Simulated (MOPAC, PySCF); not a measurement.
CH3N, SMILES `[CH]N` (lower singlet), neutral singlet in the gas phase. This singlet lies 1.52 eV below the relaxed triplet at the level frozen-core CCSD(T)/cc-pVTZ // PBE0-D3(BJ)/def2-TZVP (Ansatz).

Z-matrix (Å, degrees):
```
N
C 1 1.3020
H 1 1.0116 2 119.54
H 1 1.0187 3 113.99 2 -179.98
H 2 1.1079 1 106.31 3 180.00
```
Charge 0, multiplicity 1.

All levels are single points at this geometry (PBE0-D3(BJ)/def2-TZVP); Pople sets use spherical d functions. Orbital energies aren't observables, and empty levels follow the basis.

| level | HOMO (eV) | LUMO (eV) | gap (eV) | dipole (D) | vertical IE, Delta-SCF (eV) |
|---|---|---|---|---|---|
| PBE0-D3(BJ)/def2-TZVP in PySCF | -5.95 | -0.37 | 5.59 | 3.57 | – |
| B3LYP/6-311+G** in PySCF | -5.82 | -0.77 | 5.05 | 3.60 | – |
| SVWN5/6-31G* in PySCF | -3.87 | -1.15 | 2.72 | 3.49 | 8.41 |
| HF/3-21G in PySCF | -8.90 | 5.08 | 13.98 | 3.41 | – |
| HF/6-31G* in PySCF | -9.17 | 4.87 | 14.03 | 3.32 | – |
| PM7 in MOPAC | -8.94 | 1.87 | 10.80 | 3.45 | – |
